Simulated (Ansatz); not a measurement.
`C[Si](N)(F)Cl` + H₂ → `N[SiH](F)Cl` + CH₄  (hydrogenolysis of the Si–C bond)

Computed with Ansatz on PBE0-D4/def2-TZVP structures; ΔE is electronic, products minus reactants. CCSD(T)/CBS is the MP2 limit (def2-TZVPP, def2-QZVPP) plus CCSD(T) − MP2 in def2-TZVPP, frozen cores. This one scheme is used for every species. DFT in def2-TZVPP. Each species was taken in one conformer, which may not be the lowest.

```
        species  PBE-D4 energy (Eh)
`C[Si](N)(F)Cl`          -945.14190
             H₂            -1.16621
  `N[SiH](F)Cl`          -905.84690
            CH₄           -40.46517
```

**Question.** Work out ΔE.

**Answer.** ΔE = (-905.84690) + (-40.46517) − (-945.14190) − (-1.16621) = -0.00396 Eh = -2.5 kcal/mol. CCSD(T)/CBS gives -3.1 kcal/mol.

Largest T1 diagnostic among the species: 0.010.

In def2-TZVPP, CCSD(T) changes the Hartree–Fock value by +5.1 kcal/mol (the triples alone add +0.9 kcal/mol) and MP2 by +6.1 kcal/mol. Leaving LDA and LC-ωPBE aside and taking each functional with its dispersion term where it has one, the values, not all of them listed here, spread over 3.6 kcal/mol, from B2PLYP to revPBE-D4. LDA lies +2.0 kcal/mol from PBE without D4.
